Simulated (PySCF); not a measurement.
# Cu: excitation energy

Cu [Ar] 3d10 4s1 (2S) → Cu [Ar] 3d9 4s1 4p1 (high-spin determinant), as a difference of total energies. All numbers are calculated (PySCF 2.14, the spin-free X2C one-electron Hamiltonian (Gaussian nucleus), in x2c-TZVPPall). Correlated levels: valence and next inner shell: [Ne] frozen. The calculations carry no spin-orbit coupling.

```tsv
method	excitation energy (cm⁻¹)
UHF	19057
MP2 (valence and next inner shell)	51508
SCS-MP2 (valence and next inner shell)	47671
CCSD (valence and next inner shell)	38985
CCSD(T) (valence and next inner shell)	40625
```

A first-order spin-orbit estimate (lowest level to lowest level, LS coupling) adds -0.078 eV.

The basis was made for the ground configuration and has no added diffuse functions, so the excitation energy can come out too high.

The determinant of the upper state mixes LS terms, which raises its energy above the lowest term, most at the Hartree-Fock and MP2 levels.
